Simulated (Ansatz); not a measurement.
Relaxation of FH₅OSn (8 atoms, charge 0, multiplicity 1), to a largest force component of 0.03 eV/Å in at most 50 steps.

Method: Ansatz, RKS PBE/def2-SVP.

```xyz
8
Properties=species:S:1:pos:R:3
Sn -0.461 0.166 -0.300
H 0.136 -0.524 2.500
H 1.140 0.445 0.249
H -0.998 1.001 -1.718
O -0.636 -1.816 -0.502
H -1.559 -2.041 -0.737
F -1.754 0.700 1.008
H -0.491 -0.165 2.477
```

Task: Where does it end, and by what steps?

Result: It converged. The force dipped under the threshold on the way, but the program's further checks kept it going. After 12 steps the energy has fallen by 0.167 eV; H2 moved furthest, 1.27 Å.

```json
{"step": "0", "energy less start (eV)": "0.0000", "largest force component (eV/Å)": "1.612", "accepted": "yes"}
{"step": "1", "energy less start (eV)": "-0.1211", "largest force component (eV/Å)": "0.153", "accepted": "yes"}
{"step": "2", "energy less start (eV)": "-0.1408", "largest force component (eV/Å)": "0.122", "accepted": "yes"}
{"step": "3", "energy less start (eV)": "-0.1477", "largest force component (eV/Å)": "0.185", "accepted": "yes"}
{"step": "4", "energy less start (eV)": "-0.1538", "largest force component (eV/Å)": "0.172", "accepted": "yes"}
{"step": "5", "energy less start (eV)": "-0.1572", "largest force component (eV/Å)": "0.266", "accepted": "yes"}
{"step": "6", "energy less start (eV)": "-0.1586", "largest force component (eV/Å)": "0.203", "accepted": "yes"}
{"step": "7", "energy less start (eV)": "-0.1632", "largest force component (eV/Å)": "0.028", "accepted": "yes"}
{"step": "8", "energy less start (eV)": "-0.1644", "largest force component (eV/Å)": "0.020", "accepted": "yes"}
{"step": "9", "energy less start (eV)": "-0.1653", "largest force component (eV/Å)": "0.137", "accepted": "yes"}
{"step": "10", "energy less start (eV)": "-0.1661", "largest force component (eV/Å)": "0.060", "accepted": "yes"}
{"step": "11", "energy less start (eV)": "-0.1665", "largest force component (eV/Å)": "0.021", "accepted": "yes"}
{"step": "12", "energy less start (eV)": "-0.1667", "largest force component (eV/Å)": "0.023", "accepted": "yes"}
```

```xyz
8
Properties=species:S:1:pos:R:3
Sn -0.443 0.099 -0.611
H -0.039 -0.210 3.715
H 1.232 0.292 -0.291
H -1.252 1.124 -1.742
O -0.661 -1.840 -1.040
H -1.601 -2.053 -1.199
F -1.424 0.401 1.071
H -0.435 -0.049 3.073
```

Whether the end is a true minimum wasn't checked by a vibrational analysis.

The run took 31 s on 1 thread of Arm Neoverse V1, on a shared host, peak memory 0.14 GiB.
